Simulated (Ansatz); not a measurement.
Consider the ligand exchange at the Si–C bond: `O[Si@H](Cl)C[Si@@H](O)F` + H₂Se → `O[SiH](F)[SeH]` + `C[SiH](O)Cl`.

Gas-phase electronic energies from Ansatz, PBE0-D4/def2-TZVP geometries. CCSD(T)/CBS is the MP2 limit (def2-TZVPP, def2-QZVPP) plus CCSD(T) − MP2 in def2-TZVPP, frozen cores. DFT in def2-TZVPP. For Se outer-core shells are correlated without core-valence functions, which leaves a few kJ/mol of doubt a bond. Scalar relativity is left out up to krypton. Each species was taken in one conformer, which may not be the lowest.

`O[Si@H](Cl)C[Si@@H](O)F`:

```xyz
13

O    -0.008    2.273    1.465
Si    0.622    1.060    0.573
F     1.125   -0.113    1.558
C    -0.723    0.365   -0.483
Si   -0.479   -1.408   -0.988
O    -0.368   -2.395    0.305
Cl    1.247   -1.471   -2.120
H     0.584    2.823    1.980
H     1.826    1.500   -0.163
H    -0.824    0.986   -1.380
H    -1.665    0.435    0.074
H    -1.572   -1.939   -1.824
H     0.232   -2.118    1.004
```

H₂Se:

Z-matrix (Å, degrees):
```
Se
H 1 1.467
H 1 1.467 2 91.2
```

`O[SiH](F)[SeH]`:

Cartesian coordinates in Å:
```
O 0.764 0.520 1.158
Si 0.045 -0.553 0.170
F -1.038 -1.429 0.942
Se -1.162 0.438 -1.472
H 0.256 1.284 1.439
H 1.117 -1.443 -0.305
H 0.018 1.184 -1.931
```

`C[SiH](O)Cl`:

Cartesian coordinates in Å:
```
C -0.794 0.876 -0.121
Si 0.251 -0.561 0.400
O 1.822 -0.409 -0.032
Cl -0.550 -2.258 -0.464
H -1.824 0.741 0.217
H -0.405 1.802 0.311
H -0.807 0.979 -1.209
H 0.264 -0.763 1.863
H 2.043 -0.407 -0.964
```

```csv
level,ΔE (kJ/mol)
PBE-D4,-46.3
ωB97X-V,-41.4
```

What does CCSD(T)/CBS give? (An estimate is asked.)

Ansatz gave: -44.6 kJ/mol. The listed levels differ from it by -1.7, 3.2 kJ/mol.

Largest T1 diagnostic among the species: 0.011.

In def2-TZVPP, CCSD(T) changes the Hartree–Fock value by +10.9 kJ/mol (the triples alone add +0.8 kJ/mol) and MP2 by +6.6 kJ/mol. The D4 term adds +8.1 kJ/mol with B3LYP and +4.9 kJ/mol with PBE0; it sums over pairs of atoms, weighted by their polarisabilities, and B3LYP, whose exchange is more repulsive, gets the larger term.

B3LYP here is the variant with VWN-RPA as its local correlation; programs differ in this.
